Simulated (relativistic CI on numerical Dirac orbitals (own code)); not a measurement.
# Hyperfine structure of Cu XVI, mass number 63

Calculated at this level of theory: Dirac-Coulomb-Breit CI, KLI orbitals optimised for each configuration, model QED, unscaled Slater integrals (own radial code, finite nucleus).

Configurations in the expansion (outside the closed core [Ne]): 3s2 3p2, 3s 3p3, 3s2 3p 3d, 3p4, 3s 3p2 3d, 3p3 3d, 3s 3p 3d2, 3s2 3p 4s, 3s2 3d 4p, 3p3 4s, 3s2 3p 4p, 3p3 4p, 3s 3p 3d 4s, 3s2 3d2, 3s 3d3, 3p2 3d2, 3p 3d3, 3p 3d2 4s, 3p 3d2 4p, 3s2 3d 4s, 3s 3d2 4s. Double excitations out of closed p, d and f shells are left out; levels of such configurations are missing from the list, as are those of other unlisted configurations, and high levels can miss mixing partners.

Nuclear spin I = 3/2, μ = 2.2259 μN, Q = -0.22 b (tables of Stone and Pyykkö). The electronic factors are computed for point nuclear moments, without core polarisation or the Bohr-Weisskopf and QED corrections.

```
       Level   E (eV)  A (MHz)  B (MHz)
3s2 3p2 3P_1   2.2621   -198.7    -1420
3s2 3p2 3P_2   4.0747    17330     1590
3s2 3p2 1D_2   9.1835    15580    -4420
3s 3p3 5S°_2  33.6916    49000    -25.3
3s 3p3 3D°_1  44.7422   -26800    -1380
3s 3p3 3D°_2  44.7946    28850    -2560
3s 3p3 3D°_3  45.5988    43880      315
3s 3p3 3P°_1  51.6761    58780     1510
```

Levels with J = 0, under 50 % of one LS term, or S terms without an open s electron are left out. Small factors come from cancelling terms and can be off by tens of per cent or more.

At this charge energies of transitions that change n are usually good to better than 1 %, and those within a shell (Δn = 0) to a few per cent.

Task: Give the hyperfine levels of 3s2 3p2 3P_2 relative to its centre of gravity.

Result: With K = F(F + 1) − I(I + 1) − J(J + 1), E = AK/2 + B[¾K(K + 1) − I(I + 1)J(J + 1)]/[2I(2I − 1)J(2J − 1)]: F = 1/2: -76590, F = 3/2: -51990, F = 5/2: -9661, F = 7/2: 52390 MHz.

LS names give the leading component of a level, which can be under half, so a name can repeat, a term be missing and a line seem to break the LS rules.
